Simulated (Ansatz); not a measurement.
`[Cl][Zn][Br]` + H–F → `[F][Zn][Br]` + HCl at 500 K and 1 bar (ligand exchange at a Zn–Cl bond).

Isolated molecules relaxed with PBE0-D4/def2-TZVP in Ansatz; ΔE leaves out vibrations. CCSD(T)/CBS adds triple-zeta CCSD(T) − MP2 to the extrapolated MP2 energy (def2 sets, frozen cores). This one scheme is used for every species. For Br, Zn outer-core shells are correlated without core-valence functions, which leaves a few kJ/mol of doubt a bond. Scalar relativity is left out up to krypton.

```json
{"species": "`[Cl][Zn][Br]`", "CCSD(T)/CBS energy (Eh)": "-4811.59312", "H − E (kJ/mol)": "32.1", "S (J/(mol·K))": "324.9"}
{"species": "H–F", "CCSD(T)/CBS energy (Eh)": "-100.39570", "H − E (kJ/mol)": "39.4", "S (J/(mol·K))": "188.7"}
{"species": "`[F][Zn][Br]`", "CCSD(T)/CBS energy (Eh)": "-4451.58211", "H − E (kJ/mol)": "32.8", "S (J/(mol·K))": "312.2"}
{"species": "HCl", "CCSD(T)/CBS energy (Eh)": "-460.38127", "H − E (kJ/mol)": "32.5", "S (J/(mol·K))": "201.9"}
```

H − E and S are ideal-gas, rigid-rotor, harmonic terms from PBE0-D4/def2-TZVP. 1 Eh = 2625.50 kJ/mol, R = 8.31446 J/(mol·K).

Task: By hand: ΔE, ΔH, ΔS and ΔG.

Result: ΔE = (-4451.58211) + (-460.38127) − (-4811.59312) − (-100.39570) = 0.02544 Eh = 66.8 kJ/mol. Δ(H − E) = 32.8 + 32.5 − 32.1 − 39.4 = -6.2, so ΔH = 60.6 kJ/mol. ΔS = 312.2 + 201.9 − 324.9 − 188.7 = 0.5 J/(mol·K). ΔG = 60.6 − 500 × (0.5)/1000 = 60.4 kJ/mol.

Task: By hand: the equilibrium constant, and the temperature at which ΔG would vanish if ΔH and ΔS stayed fixed.

Result: log₁₀ K = −ΔG/(RT ln 10) = -6.3. ΔG = 0 at ΔH/ΔS = 121200 K, far beyond where these terms or the molecules hold.

The number of gas molecules stays the same, so ΔS is small and ΔH decides. A doubt of 5 kJ/mol in ΔE shifts log₁₀ K by 0.5 here. These are equilibria of isolated gas molecules and say nothing of rates. Largest T1 diagnostic: 0.014 (customary marks: 0.02 for closed shells, 0.045 for open ones).
